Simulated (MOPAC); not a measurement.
MOPAC input (PM6):

```
PM6 PRECISE GNORM=0.05 LET XYZ UHF MS=0.5 GEO-OK AUX(PRECISION=9) THREADS=1
HBN

B    -0.00000000 1   -0.00000000 1   -0.61304571 1
N     0.00000000 1    0.00000000 1    0.69245456 1
H    -0.00000000 1   -0.00000000 1   -1.78195339 1
```

From the last part of the output:

```
                                                       MOPAC v23.2.5 Linux

          FINAL HEAT OF FORMATION =         95.56054 KCAL/MOL =     399.82531 KJ/MOL

          COSMO AREA              =         64.92 SQUARE ANGSTROMS
          COSMO VOLUME            =         47.18 CUBIC ANGSTROMS

          GRADIENT NORM           =          0.04300          =       0.02482 PER ATOM
          IONIZATION POTENTIAL    =         10.592144 EV
          ALPHA SOMO LUMO (EV)    =        -11.663  0.442
          BETA  SOMO LUMO (EV)    =        -10.592 -3.000
          NO. OF ALPHA ELECTRONS  =          5
          NO. OF BETA  ELECTRONS  =          4
          MOLECULAR WEIGHT        =         25.8246         POINT GROUP:  C*v

          MOLECULAR DIMENSIONS (Angstroms)

            Atom       Atom       Distance
            H     3    N     2     2.48105
            H     3    N     2     0.00000
            B     1    N     2     0.00000

          SCF CALCULATIONS        =          8

   ATOM   CHEMICAL          X               Y               Z
  NUMBER   SYMBOL      (ANGSTROMS)     (ANGSTROMS)     (ANGSTROMS)

     1       B          0.00000000  *  -0.00000000  *  -0.61817673  *
     2       N         -0.00000000  *   0.00000000  *   0.69741418  *
     3       H         -0.00000000  *   0.00000000  *  -1.78363832  *

                             CARTESIAN COORDINATES

   1    B        0.000000000    -0.000000000    -0.618176729
   2    N       -0.000000000     0.000000000     0.697414177
   3    H       -0.000000000     0.000000000    -1.783638324

           Empirical Formula: H N B  =     3 atoms

      MOLECULAR POINT GROUP   :   C*v

          ALPHA EIGENVALUES
 -27.17835 -16.16748 -12.97073 -12.35576 -11.66292   0.44227   1.20715   1.73545
   5.41907

           BETA EIGENVALUES
 -25.02811 -15.96670 -11.25766 -10.59214  -2.99974   1.59675   1.99202   2.22980
   5.63475

              NET ATOMIC CHARGES AND DIPOLE CONTRIBUTIONS

  ATOM NO.   TYPE          CHARGE      No. of ELECS.   s-Pop       p-Pop
    1          B           0.282590        2.7174     1.14176     1.57565
    2          N          -0.374215        5.3742     1.86173     3.51249
    3          H           0.091624        0.9084     0.90838
 DIPOLE           X         Y         Z       TOTAL
 POINT-CHG.     0.000    -0.000    -2.878     2.878
 HYBRID        -0.000    -0.000    -0.462     0.462
 SUM           -0.000    -0.000    -3.340     3.340

          ATOMIC ORBITAL ELECTRON POPULATIONS

     Atom    s        px        py        pz
    1  B   1.14176   0.56359   0.18375   0.82830
    2  N   1.86173   1.43641   0.81625   1.25984
    3  H   0.90838

                    (SZ)    =    0.500000
                    (S**2)  =    0.765394

          ATOMIC ORBITAL SPIN POPULATIONS

    Atom   Total    s     px     py     pz
         Atomic
    1  B  0.0500 -0.015 -0.102  0.184 -0.016
    2  N  0.9647  0.008  0.102  0.816  0.038
    3  H -0.0147 -0.015

 **********************
 *                    *
 * JOB ENDED NORMALLY *
 *                    *
 **********************

 == MOPAC DONE ==
```
